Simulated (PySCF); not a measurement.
Al²⁺ (aluminium, charge +2) across methods

[Ne] 3s1, 2S determinant. Calculation: PySCF 2.14, in aug-cc-pV(Q+d)Z with one added diffuse shell each of s, p, d, f, g type (8s7p6d4f3g, 114 functions); no relativity, point nucleus.

```json
{"method": "r2SCAN0", "E (hartree)": "-241.4307", "mean ε 2p α (eV)": "-96.484", "mean ε 2p β (eV)": "-96.277", "mean ε 3s α (eV)": "-25.592", "Σ⟨r²⟩ (bohr²)": "9.256", "⟨S²⟩": "0.750"}
{"method": "PBE", "E (hartree)": "-241.3205", "mean ε 2p α (eV)": "-90.677", "mean ε 2p β (eV)": "-90.427", "mean ε 3s α (eV)": "-24.444", "Σ⟨r²⟩ (bohr²)": "9.246", "⟨S²⟩": "0.750"}
{"method": "PBE0", "E (hartree)": "-241.3451", "mean ε 2p α (eV)": "-95.310", "mean ε 2p β (eV)": "-95.058", "mean ε 3s α (eV)": "-25.460", "Σ⟨r²⟩ (bohr²)": "9.253", "⟨S²⟩": "0.750"}
{"method": "M06-2X", "E (hartree)": "-241.4390", "mean ε 2p α (eV)": "-99.744", "mean ε 2p β (eV)": "-99.660", "mean ε 3s α (eV)": "-26.883", "Σ⟨r²⟩ (bohr²)": "9.181", "⟨S²⟩": "0.750"}
{"method": "LDA", "E (hartree)": "-240.4011", "mean ε 2p α (eV)": "-90.752", "mean ε 2p β (eV)": "-90.523", "mean ε 3s α (eV)": "-24.554", "Σ⟨r²⟩ (bohr²)": "9.213", "⟨S²⟩": "0.750"}
{"method": "UHF", "E (hartree)": "-241.03046", "mean ε 2p α (eV)": "-108.04", "mean ε 2p β (eV)": "-107.77", "mean ε 3s α (eV)": "-28.063", "Σ⟨r²⟩ (bohr²)": "9.361", "⟨S²⟩": "0.750"}
{"method": "M06", "E (hartree)": "-241.4503", "mean ε 2p α (eV)": "-95.659", "mean ε 2p β (eV)": "-95.516", "mean ε 3s α (eV)": "-25.249", "Σ⟨r²⟩ (bohr²)": "9.154", "⟨S²⟩": "0.750"}
```

(1) Estimate the same row for r2SCAN.

## Answers

(1) E (hartree) = -241.4339; mean ε 2p α (eV) = -92.312; mean ε 2p β (eV) = -92.117; mean ε 3s α (eV) = -24.631; Σ⟨r²⟩ (bohr²) = 9.262; ⟨S²⟩ = 0.750.
